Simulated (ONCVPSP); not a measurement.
# Potentials for rubidium (Rb) compared

Generated with ld1.x 7.5 (TM, RRKJ, ultrasoft, PAW), atompaw 4.2 or ONCVPSP 4.0.1. The cutoff is in Ry: for ld1.x and atompaw files where the sum of valence levels is converged to 10 mRy in a Bessel basis, for ONCV files where the hardest occupied wave has 1 mHa per electron of residual kinetic energy. The error is the largest all-electron minus pseudo excitation energy over each file’s own four to seven test configurations (ionisations up to +4, promotions, holes and added fractions of an electron), all of which were solved. The labels leave out finer settings (local radius, basis sizes, second energies), which also bear on the numbers. Spin-polarised tests are not counted. The rows are a selection from randomly drawn settings: files with unsolved tests, undetermined cutoffs or missed reference levels are left out.

| potential | cutoff (Ry) | largest error (meV) | bound ghosts |
| --- | --- | --- | --- |
| ONCV, PBEsol, scalar-relativistic, rc 1.55/3.40/3.15 (spd), local smoothed, core correction no, reference 4s2 4p6 5p1, qcut 4.3/4.8/2.7, projectors 3/2/2 | 65 | -7.9 | none |
| ONCV, LDA (Perdew-Wang 92), scalar-relativistic, rc 2.30/2.90/2.25 (spd), local smoothed, core correction yes, reference 4s2 4p6 5s0.5 5p0.5, qcut 4.7/5.9/4.2, projectors 2/2/1 | 17 | -0.2 | none |
| ONCV, PBE, scalar-relativistic, rc 2.50/2.35/2.10 (spd), local smoothed, core correction no, reference 4s2 4p6 5s1, qcut 5.6/4.6/3.9, projectors 3/3/1 | 17 | -103 | none |

Problem. Fill in the row for Rb: ONCV, LDA (Perdew-Zunger), scalar-relativistic, rc 2.75/1.90/1.90 (spd), local d, core correction yes, reference 4s2 4p6 5s1, qcut 3.6/5.6/4.5, projectors 2/2/0.

Solution. cutoff 24 Ry, largest error -324 meV, bound ghosts: none.

Problem. Fill in the row for Rb: ONCV, PBE, scalar-relativistic, rc 1.90/1.90/2.05/1.55 (spdf), local smoothed, core correction yes, reference 4s2 4p6 5s1, qcut 6.4/8.2/4.6/7, projectors 3/1/2/1.

Solution. cutoff 39 Ry, largest error -24 meV, bound ghosts: none.
